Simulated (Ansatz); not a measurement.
Program: Ansatz. Geometries: PBE0-D4/def2-TZVP. ΔE: electronic, gas phase. CCSD(T)/CBS adds triple-zeta CCSD(T) − MP2 to the extrapolated MP2 energy (def2 sets, frozen cores). DFT in def2-TZVPP. B3LYP here is the variant with VWN-RPA as its local correlation; programs differ in this. def2 core potentials past Kr. For Sn outer-core shells are correlated without core-valence functions, which leaves a few kJ/mol of doubt a bond.

Consider the redistribution: `[SiH3][SiH]1O[CH2][AlH]1` + `[F][SnH]([Cl])[Cl]` → `[CH2]1O[SiH2][AlH]1` + `[F][Sn]([SiH3])([Cl])[Cl]`.

`[SiH3][SiH]1O[CH2][AlH]1`:

Cartesian coordinates in Å:
```
Si 0.029 2.211 0.850
Si 0.447 -0.094 0.750
O -0.949 -0.965 0.403
C -0.839 -1.750 -0.808
Al 1.035 -1.250 -1.297
H 1.315 2.920 1.107
H -0.515 2.695 -0.449
H -0.934 2.577 1.925
H 1.012 -0.500 2.076
H -1.627 -1.449 -1.508
H -1.017 -2.805 -0.569
H 2.042 -1.591 -2.480
```

`[F][SnH]([Cl])[Cl]`:

Cartesian coordinates in Å:
```
F 0.412 -0.045 1.837
Sn 0.139 -0.059 -0.044
Cl -1.735 -1.336 -0.381
Cl -0.336 2.110 -0.610
H 1.520 -0.670 -0.802
```

`[CH2]1O[SiH2][AlH]1`:

```xyz
9

C    -0.228   -1.122   -0.521
O     1.030   -0.414   -0.430
Si    0.905    1.068    0.343
Al   -1.367    0.227    0.420
H    -0.125   -2.102   -0.040
H    -0.460   -1.313   -1.575
H     1.341    2.180   -0.553
H     1.807    1.129    1.532
H    -2.902    0.347    0.823
```

`[F][Sn]([SiH3])([Cl])[Cl]`:

Z-matrix (Å, degrees):
```
Sn
Si 1 2.565
Cl 1 2.310 2 114.9
F 1 1.911 2 110.9 3 117.6
Cl 1 2.310 2 114.9 3 -124.8
H 2 1.480 1 107.0 3 -57.9
H 2 1.480 1 107.0 3 -178.2
H 2 1.481 1 106.6 3 61.9
```

| species | B3LYP-D4 energy (Eh) |
| --- | --- |
| `[SiH3][SiH]1O[CH2][AlH]1` | -939.09519 |
| `[F][SnH]([Cl])[Cl]` | -1235.44549 |
| `[CH2]1O[SiH2][AlH]1` | -648.36125 |
| `[F][Sn]([SiH3])([Cl])[Cl]` | -1526.19594 |

(1) Work out ΔE.

Largest T1 diagnostic among the species: 0.014.

Results:

(1) ΔE = (-648.36125) + (-1526.19594) − (-939.09519) − (-1235.44549) = -0.01651 Eh = -0.45 eV. CCSD(T)/CBS gives -0.43 eV.
